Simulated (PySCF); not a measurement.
MoBr₂ was optimised in PySCF in the def2-TZVP basis family (density fitting, no spin–orbit coupling) with several functionals.

One of them gave a quintet of C2v symmetry with a mean bond of 2.429 Å to Mo, wavenumbers 47, 241, 306 cm⁻¹.

Question: Which level of theory was it?
A. PBE0
B. PBE
C. B3LYP

Answer: C. That is B3LYP, with Mo–Br 2.429 Å (×2). The others give PBE 2.410 Å and 309 cm⁻¹ for the highest mode; PBE0 2.409 Å and 315 cm⁻¹ for the highest mode.

Open d or f shells are single determinants, so the state found may not be the ground state. The structures come from searches over a few start shapes, so lower isomers are not excluded.
